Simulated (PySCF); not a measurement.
## Two-component Hartree-Fock for Er⁴²⁺ (erbium, charge +42)

Start: [Ar] 3d8; 3d3/2 filled at m_j = -3/2, -1/2, +1/2, +3/2; 3d5/2 filled at m_j = -1/2, +1/2, +3/2, +5/2. Calculated with PySCF 2.14 in an even-tempered Gaussian basis (16 s from 9.4 bohr⁻², ratio 2.8; 13 p from 12 bohr⁻², ratio 2.8; 8 d from 12 bohr⁻², ratio 2.8; 3 f from 45 bohr⁻², ratio 3): generalised Hartree-Fock with the X2C-1e Hamiltonian and a Gaussian nucleus; one run each with spin-orbit coupling (SO) switched off, then screened by Boettger's factors.

```tsv
spinor shell	electrons	ε, spin-free (eV)	ε, screened SO (eV)	weight of nominal j (screened SO)	rms radius, screened SO (bohr)
1s1/2	2	-59914.7	-59900.5	1.000	0.0231
2s1/2	2	-11916.3	-11911.3	1.000	0.0932
2p1/2	2	-10785.6	-11442.4	1.000	0.0795
3s1/2	2	-4171.2	-4169.7	1.000	0.234
3p1/2	2	-3817.1	-3972.8	0.999	0.224
3p3/2	4	-3817.1	-3750.2	1.000	0.237
3d3/2	4	-3412.3	-3438.9	0.990	0.207
3d5/2	4	-3412.3	-3392.0	0.993	0.211
```

Task: Where does 2p3/2 lie, and what is the 2p spin-orbit splitting (screened SO)?

Result: At -10508.0 eV, 934.37 eV above 2p1/2.

```csv
quantity,spin-free,screened SO
E (hartree),-11825.25467,-11837.03406
M_J,4,4
⟨J²⟩,20.000,20.000
⟨L²⟩,12.000,12.960
⟨S²⟩,2.000,1.811
```

Each row is a mean over spinors that exchange with the open shell spreads, by up to 35.649 eV (3p3/2).

Breit and QED terms are absent; they matter most for the inner s and p1/2 levels.

Densities and radii are taken from the X2C orbitals without a picture-change correction, which distorts them close to the nucleus.

Without spin-orbit coupling the j labels of p, d and f shells carry no meaning; the spin-free column gives the mean over the occupied spinors of each nl shell.
